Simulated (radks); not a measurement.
Values are calculated unless marked as measured or tabulated.
Problem. All-electron atom: In XXXVI in [Ne] 3s2 3p2 (the NIST ground configuration). Level of theory: Dirac Kohn-Sham, LB94 model potential, spin-unpolarised, spherical densities, finite nucleus; open shells fill j = l - 1/2 first; Fermi nuclear charge, rms radius 4.6156 fm (a radial shooting solver on a logarithmic mesh with Libxc functionals). Some entries of the table are withheld. Estimate them.

| orbital | occ. | eigenvalue (hartree) | r(max) (bohr) |
|---|---|---|---|
| 1s1/2 | 2 | -1099.173 | 0.01921 |
| 2s1/2 | 2 | (1) | 0.1080 |
| 2p1/2 | 2 | (2) | 0.08312 |
| 2p3/2 | 4 | (3) | 0.08751 |
| 3s1/2 | 2 | -88.40112 | 0.2924 |
| 3p1/2 | 2 | -85.12070 | 0.2754 |
| 3p3/2 | 0 | -83.12693 | 0.2835 |

Solution. 
(1) 2s1/2 eigenvalue (hartree): -225.7455
(2) 2p1/2 eigenvalue (hartree): -216.3550
(3) 2p3/2 eigenvalue (hartree): -208.3140
